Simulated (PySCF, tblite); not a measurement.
C6H13ClSi2.
Structure used (GFN2-xTB), in Å, numbered top down from 1:
```
atom  x, y, z in Å
C1    -2.2877   -1.7113    0.4776
C2    -1.9420   -0.3851   -0.0927
C3    -2.6636    0.7412   -0.1833
Si4   -1.3113    1.7345   -1.0298
C5    -0.6087   -0.0429   -0.7262
C6     0.5904   -0.1883    0.2015
C7     1.8723    0.3219   -0.4558
Si8    3.3924    0.2407    0.6825
Cl9    3.5895   -1.6351    1.4034
H10   -3.3102   -1.7213    0.8498
H11   -1.6111   -1.9570    1.2965
H12   -2.1772   -2.4855   -0.2828
H13   -3.6783    0.8877    0.1525
H14   -1.4851    2.1260   -2.4284
H15   -0.6736    2.8086   -0.2665
H16   -0.4303   -0.6419   -1.6245
H17    0.7232   -1.2388    0.4778
H18    0.3977    0.3730    1.1200
H19    1.7134    1.3535   -0.7772
H20    2.0518   -0.2559   -1.3661
H21    4.6105    0.5611   -0.0585
H22    3.2275    1.1340    1.8280
```

Jobs on this species (22 atoms, 94 electrons) with PySCF (density fitting) and tblite. Hardware of each: one thread of an Arm Neoverse V2, shared host. The host was shared with other jobs, so the times are rough.

```
level and settings                                                             work  basis functions  SCF cycles  wall time
          GFN2-xTB                                                L-BFGS relaxation                –           –          ?
          GFN2-xTB                                    Hessian by finite differences                –           –      1.1 s
     PBE0/pcSseg-1  shieldings, ring-centre shieldings, charges and field gradients              239          14       46 s
```

Question: Fill in the missing figures.

Answer: 
- GFN2-xTB; L-BFGS relaxation: 1.4 s

Question: What do all jobs in the table cost together?

Answer: About 48 s; the longest takes about 95 % of that, and about 42 times as long as the shortest.
